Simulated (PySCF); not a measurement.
**Electron correlation in Ne⁺ (neon, charge +1)**

[He] 2s2 2p5, 2P determinant. Calculation: PySCF 2.14, in aug-cc-pVTZ with one added diffuse shell each of s, p, d, f type (6s5p4d3f, 62 functions); no relativity, point nucleus. Frozen: 1s2; 7 electrons correlated.

| level | correlation energy (mhartree) |
| --- | --- |
| CCSD | -212.00 |
| (T) | -2.77 |
| CCSD(T) | -214.77 |

Diagnostics: T1 = 0.0042, D1 = 0.0065, largest double amplitude 0.022.

Cost of the coupled-cluster step: about 10 core-seconds, for 7 correlated electrons.

Iterations:

```
CC2 = 0
CCSD nocc = (np.int64(4), np.int64(3)), nmo = (61, 61)
frozen orbitals [[0], [0]]
max_cycle = 100
direct = 0
conv_tol = 1e-08
conv_tol_normt = 1e-06
diis_space = 8
diis_start_cycle = 0
Init t2, MP2 energy = -0.200417497336741
Init E_corr(UCCSD) = -0.200417497338445
cycle = 1  E_corr(UCCSD) = -0.209482619922865  dE = -0.00906512258  norm(t1,t2) = 0.0194235
cycle = 2  E_corr(UCCSD) = -0.211412387417798  dE = -0.00192976749  norm(t1,t2) = 0.00525527
cycle = 3  E_corr(UCCSD) = -0.211991507708497  dE = -0.000579120291  norm(t1,t2) = 0.00221334
cycle = 4  E_corr(UCCSD) = -0.212019052656947  dE = -2.75449485e-05  norm(t1,t2) = 0.000578488
cycle = 5  E_corr(UCCSD) = -0.211999668474055  dE = 1.93841829e-05  norm(t1,t2) = 0.00023101
cycle = 6  E_corr(UCCSD) = -0.212003279520963  dE = -3.61104691e-06  norm(t1,t2) = 3.44377e-05
cycle = 7  E_corr(UCCSD) = -0.212003579885534  dE = -3.00364571e-07  norm(t1,t2) = 8.18769e-06
cycle = 8  E_corr(UCCSD) = -0.212003381668879  dE = 1.98216655e-07  norm(t1,t2) = 2.07201e-06
cycle = 9  E_corr(UCCSD) = -0.21200337131047  dE = 1.0358409e-08  norm(t1,t2) = 4.41152e-07
cycle = 10  E_corr(UCCSD) = -0.212003376170051  dE = -4.85958121e-09  norm(t1,t2) = 1.14393e-07
UCCSD converged
E(UCCSD) = -128.0217801485783  E_corr = -0.2120033761700509
UCCSD(T) correction = -0.00277452716963721
```
